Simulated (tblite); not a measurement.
Species: C₅H₁₀P₂Se.
Atom-mapped SMILES: `[CH2:1]=[CH:2][P:3](=[Se:4])([CH:5]=[CH2:6])[CH2:7][PH2:8]` (hydrogens: H9, H10 on C1; H11 on C2; H12 on C5; H13, H14 on C6; H15, H16 on C7; H17, H18 on P8)

Computed with GFN2-xTB (tblite), gas phase: L-BFGS steps from a force-field or distance-geometry start until the largest atomic force falls under 0.01 eV/Å.

Step 56: E = -652.0418 eV
```
atom  x, y, z in Å  |  force x, y, z in eV/Å
C1     -2.1796   -1.7040    0.5850   -0.007   0.004  -0.014
C2     -0.9383   -1.6418    0.1290   -0.060  -0.018  -0.005
P3      0.0640   -0.1440    0.3717   -0.005   0.010   0.012
Se4     0.4310    0.2839    2.3830    0.003  -0.006   0.054
C5     -0.7896    1.1666   -0.5527   -0.031   0.010   0.029
C6     -1.2741    2.2197    0.0853    0.055  -0.009  -0.023
C7      1.5822   -0.5641   -0.5841    0.010   0.035  -0.041
P8      2.6563    0.9487   -0.7909   -0.028  -0.009   0.021
H9     -2.7768   -2.6031    0.5275    0.048   0.104  -0.019
H10    -2.6378   -0.8386    1.0433    0.006  -0.075   0.007
H11    -0.4397   -2.4914   -0.3236   -0.015   0.002   0.043
H12    -0.9096    1.0039   -1.6168    0.006   0.007   0.022
H13    -1.8190    3.0094   -0.4085    0.045  -0.046  -0.015
H14    -1.1144    2.3325    1.1498   -0.023  -0.022  -0.039
H15     2.1000   -1.3460   -0.0199    0.017  -0.020  -0.026
H16     1.2990   -0.9417   -1.5710   -0.012  -0.022  -0.020
H17     3.8357    0.2324   -0.9890   -0.029   0.015  -0.012
H18     2.9022    1.0839    0.5702    0.017   0.043   0.026
```

Step 57: E = -652.0430 eV
```
atom  x, y, z in Å  |  force x, y, z in eV/Å
C1     -2.1782   -1.7027    0.5857   -0.010   0.011  -0.024
C2     -0.9377   -1.6431    0.1289   -0.036  -0.014   0.008
P3      0.0627   -0.1457    0.3722    0.003   0.022   0.005
Se4     0.4269    0.2846    2.3833    0.007  -0.007   0.062
C5     -0.7918    1.1637   -0.5533   -0.004   0.011   0.028
C6     -1.2700    2.2190    0.0854    0.023  -0.017  -0.025
C7      1.5812   -0.5631   -0.5835    0.020   0.004  -0.052
P8      2.6540    0.9505   -0.7893   -0.025  -0.008   0.018
H9     -2.7769   -2.5985    0.5246    0.014   0.052  -0.011
H10    -2.6343   -0.8380    1.0451   -0.007  -0.046   0.015
H11    -0.4393   -2.4940   -0.3199   -0.011  -0.009   0.023
H12    -0.9090    1.0031   -1.6186    0.006   0.010   0.044
H13    -1.8127    3.0088   -0.4106    0.044  -0.033  -0.005
H14    -1.1161    2.3287    1.1517   -0.013  -0.019  -0.064
H15     2.0993   -1.3478   -0.0222    0.010   0.001  -0.031
H16     1.2968   -0.9400   -1.5713   -0.006  -0.010  -0.005
H17     3.8337    0.2356   -0.9916   -0.033   0.015  -0.009
H18     2.9028    1.0852    0.5716    0.016   0.037   0.023
```

Step 58: E = -652.0441 eV
```
atom  x, y, z in Å  |  force x, y, z in eV/Å
C1     -2.1762   -1.7010    0.5857   -0.014   0.012  -0.029
C2     -0.9361   -1.6451    0.1296    0.001   0.002   0.018
P3      0.0619   -0.1467    0.3744    0.015   0.010   0.008
Se4     0.4218    0.2868    2.3862    0.010  -0.012   0.046
C5     -0.7943    1.1596   -0.5532    0.034   0.000   0.020
C6     -1.2657    2.2176    0.0850   -0.015  -0.016  -0.021
C7      1.5802   -0.5617   -0.5834    0.013  -0.022  -0.043
P8      2.6516    0.9521   -0.7880   -0.020   0.001   0.021
H9     -2.7778   -2.5920    0.5192   -0.023  -0.011  -0.004
H10    -2.6291   -0.8379    1.0480   -0.025  -0.002   0.025
H11    -0.4386   -2.4975   -0.3159   -0.005  -0.016   0.003
H12    -0.9086    1.0021   -1.6193    0.009   0.003   0.046
H13    -1.8040    3.0079   -0.4132    0.029  -0.004  -0.008
H14    -1.1190    2.3235    1.1522    0.003  -0.008  -0.057
H15     2.0975   -1.3504   -0.0262    0.012   0.019  -0.028
H16     1.2931   -0.9371   -1.5711   -0.005   0.000  -0.005
H17     3.8315    0.2387   -0.9947   -0.032   0.016  -0.003
H18     2.9031    1.0875    0.5729    0.014   0.028   0.011
```

Problem. Estimate the geometry and energy of step 59. (The exact step hangs on the optimiser's Hessian estimate; all steps are aligned on step 58, rigid shifts and turns removed.)

Solution. E = -652.0445 eV, largest force 0.049 eV/Å
```
atom  x, y, z in Å  |  force x, y, z in eV/Å
C1     -2.1761   -1.7002    0.5847   -0.016   0.011  -0.024
C2     -0.9356   -1.6458    0.1301    0.013   0.005   0.019
P3      0.0616   -0.1471    0.3760    0.022  -0.009   0.018
Se4     0.4176    0.2871    2.3890    0.013  -0.014   0.030
C5     -0.7946    1.1576   -0.5526    0.047  -0.007   0.011
C6     -1.2633    2.2168    0.0847   -0.027  -0.010  -0.015
C7      1.5804   -0.5610   -0.5828    0.004  -0.036  -0.026
P8      2.6492    0.9534   -0.7881   -0.016   0.014   0.019
H9     -2.7788   -2.5896    0.5157   -0.035  -0.032  -0.003
H10    -2.6283   -0.8384    1.0493   -0.027   0.012   0.023
H11    -0.4388   -2.4991   -0.3144   -0.005  -0.011  -0.002
H12    -0.9082    1.0014   -1.6184    0.012  -0.003   0.033
H13    -1.7982    3.0080   -0.4141    0.014   0.013  -0.018
H14    -1.1198    2.3211    1.1518    0.011   0.000  -0.035
H15     2.0989   -1.3494   -0.0258    0.009   0.023  -0.028
H16     1.2922   -0.9381   -1.5695   -0.005   0.004  -0.009
H17     3.8290    0.2415   -0.9997   -0.030   0.016   0.000
H18     2.9040    1.0881    0.5725    0.015   0.025   0.006
```

The energy changes by -0.0005 eV. The first-order estimate −F·Δx gives -0.0006 eV and the mean of the old and new forces, exact on a quadratic surface, -0.0005 eV. The step makes an angle of 71° with the force vector and moves no atom by more than 0.006 Å.

What follows is the cost of the whole relaxation. On an Arm Neoverse V1 with one thread, no GPU, on a shared host, this took 1.5 s wall.
